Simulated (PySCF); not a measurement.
PySCF 2.14 output of an unrestricted r2SCAN calculation on a single atom or ion in cc-pVDZ (3s2p1d, 14 functions), with the non-relativistic Hamiltonian (point nucleus):

```
SCF conv_tol = 1e-09
number electrons alpha = 5  beta = 4
    J. W. Furness, A. D. Kaplan, J. Ning, J. P. Perdew, and J. Sun.,  J. Phys. Chem. Lett. 11, 8208-8215 (2020)
    J. W. Furness, A. D. Kaplan, J. Ning, J. P. Perdew, and J. Sun.,  J. Phys. Chem. Lett. 11, 9248-9248 (2020)
    J. W. Furness, A. D. Kaplan, J. Ning, J. P. Perdew, and J. Sun.,  J. Phys. Chem. Lett. 11, 8208-8215 (2020)
    J. W. Furness, A. D. Kaplan, J. Ning, J. P. Perdew, and J. Sun.,  J. Phys. Chem. Lett. 11, 9248-9248 (2020)
cycle= 1 E= -128.08612014985  delta_E= -0.00241  |g|= 0.00838  |ddm|= 0.0699
cycle= 2 E= -128.08613326514  delta_E= -1.31e-05  |g|= 0.00376  |ddm|= 0.0115
cycle= 3 E= -128.086136741889  delta_E= -3.48e-06  |g|= 0.000981  |ddm|= 0.00576
cycle= 4 E= -128.08613700336  delta_E= -2.61e-07  |g|= 3.44e-05  |ddm|= 0.00123
cycle= 5 E= -128.086137004028  delta_E= -6.68e-10  |g|= 9.88e-07  |ddm|= 8.9e-05
converged SCF energy = -128.086137004028  <S^2> = 0.75103225  2S+1 = 2.001032
```

The run itself started from symmetry-adapted Hartree-Fock orbitals and held the occupation by maximum overlap, on a logarithmic radial grid, so the iterations belong to that start.

Task: Which element, charge and spin multiplicity is this?

Result: Ne⁺ (neon, charge +1), multiplicity 2; the state was [He] 2s2 2p5, 2P determinant.
